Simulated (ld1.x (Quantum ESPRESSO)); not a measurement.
u(r) = r·R(r): atom against pseudo-atom (Si)

Columns: radius, all-electron u(r) and pseudo u(r) of the 3s shell (level -11.01 eV) of silicon in the configuration [Ne] 3s1.75 3p2.25; PBE, scalar-relativistic, TM scheme, ld1.x (Quantum ESPRESSO) 7.5.

| r (bohr) | all-electron | pseudo |
| --- | --- | --- |
| 0.105 | 0.1122 | 0.0267 |
| 0.210 | -0.1544 | 0.0546 |
| 0.315 | -0.3147 | 0.0849 |
| 0.420 | -0.3325 | 0.1189 |
| 0.525 | -0.2538 | 0.1580 |
| 0.630 | -0.1247 | 0.2034 |
| 0.735 | 0.0226 | 0.2561 |
| 0.840 | 0.1683 | 0.3164 |
| 0.945 | 0.3015 | 0.3834 |
| 1.050 | 0.4168 | 0.4546 |
| 1.155 | 0.5124 | 0.5260 |
| 1.260 | 0.5889 | 0.5922 |
| 1.365 | 0.6480 | 0.6483 |
| 1.470 | 0.6909 | 0.6909 |
| 1.575 | 0.7193 | 0.7193 |
| 1.680 | 0.7350 | 0.7350 |
| 1.785 | 0.7398 | 0.7398 |
| 1.890 | 0.7356 | 0.7356 |
| 1.995 | 0.7239 | 0.7239 |
| 2.100 | 0.7064 | 0.7064 |
| 2.205 | 0.6843 | 0.6843 |
| 2.310 | 0.6587 | 0.6587 |
| 2.415 | 0.6307 | 0.6307 |
| 2.520 | 0.6010 | 0.6010 |
| 2.625 | 0.5704 | 0.5704 |
| 2.730 | 0.5394 | 0.5394 |

(1) How many radial nodes do the two functions have?

(2) At about which radius was the pseudo-wave matched?

(3) Is the pseudo-wave norm-conserving?

Answers

(1) The all-electron 3s function has n − l − 1 = 2; the pseudo-wave has 0, since the states of the same l below it are removed with the core.

(2) 1.55 bohr. The columns agree to 0.0005 from 1.36 bohr on; several derivatives are matched, so the curves merge somewhat inside the radius.

(3) Yes: the TM scheme keeps the norm inside the radius equal to the all-electron one, which fixes the energy derivative of the logarithmic derivative at the level.
